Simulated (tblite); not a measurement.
A tight-binding relaxation on `[SiH3]O[SiH2][SiH2]C(Br)Br`.

Computed with GFN2-xTB geometry optimisation, gas phase (tblite 0.8.0). Start geometry: from a force field or distance geometry. The input is one job of a driver script: a line of settings, then coordinates in Å.

Command:
```bash
OMP_NUM_THREADS=1 python probes_run.py task.json out
```

Input:
```
{"job": {"kind": "relax", "xc": "GFN2-xTB", "basis": "xTB"}, "charge": 0, "multiplicity": 1}
Si     2.662200    -0.676800    -0.405100
O      1.885200    -0.626700     1.103400
Si     0.203300    -0.646400     1.053600
Si    -0.661000     0.881500    -0.359400
C     -2.503300     0.603500    -0.423200
Br    -3.105400    -0.791800     0.755300
Br    -3.369200     2.266500    -0.013000
H      3.677800     0.416200    -0.398700
H      3.416900    -1.928500    -0.631600
H      1.705900    -0.398900    -1.487200
H     -0.385500    -1.934400     0.695400
H     -0.280200    -0.340300     2.431600
H     -0.014900     0.691100    -1.637400
H     -0.419400     2.194400     0.233100
H     -2.816800     0.298600    -1.455500
```

Output:
```
step      E/eV     max force
  0    -644.87137    2.253
  1    -645.08074    1.566
  2    -645.25443    0.862
  3    -645.33370    0.848
  4    -645.43142    0.643
  5    -645.48711    0.674
  6    -645.55496    0.710
  7    -645.60009    0.544
  8    -645.63061    0.556
  9    -645.65861    0.451
... (113 lines left out)
123    -645.97941    0.025
124    -645.97947    0.016
125    -645.97951    0.013
126    -645.97954    0.017
127    -645.97958    0.017
128    -645.97962    0.018
129    -645.97967    0.019
130    -645.97970    0.016
131    -645.97972    0.011
132    -645.97973    0.008
```

«max force» is the largest atomic force in eV/Å.

Q: From which step on does the largest force stay under 0.1 eV/Å, and how much energy is left to gain from there?

A: From step 79 (0.092 eV/Å), 12.4 meV above the end.

In short: energy lowered by 25.6 kcal/mol over 132 steps; largest atomic force 0.008 eV/Å at the end.

On one thread, Intel Xeon at 2.50 GHz (x86_64), no GPU, shared host with 64 logical CPUs at a one-minute load of 60, this took 6.0 s wall, 5.1 s CPU.
Labels such as C1 count atoms from 1, the log's own numbers from 0.
